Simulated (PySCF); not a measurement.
Al2H4, SMILES [AlH2][AlH2-], charge -1, multiplicity 2.

Coordinates come from a PBE-D3(BJ)/def2-TZVPD optimisation.

Computed with PBE-D3(BJ)/def2-TZVPD (PySCF).

Frequencies are harmonic and unscaled.

Computed normal modes with their intensities:
| mode | ν (cm⁻¹) | IR (km/mol) | moving atoms (share of kinetic energy) |
|---|---|---|---|
| 1 | 267 | 45.8 | H 98 % |
| 2 | 282 | 0.0 | H 81 %, Al 19 % |
| 3 | 285 | 0.0 | H 100 % |
| 4 | 373 | 0.0 | Al 92 % |
| 5 | 414 | 59.2 | H 93 % |
| 6 | 449 | 0.0 | H 80 %, Al 20 % |
| 7 | 707 | 349.5 | H 95 % |
| 8 | 768 | 0.0 | H 95 % |
| 9 | 1679 | 0.0 | H 96 % |
| 10 | 1680 | 742.6 | H 98 % |
| 11 | 1688 | 860.1 | H 95 % |
| 12 | 1712 | 0.0 | H 98 % |
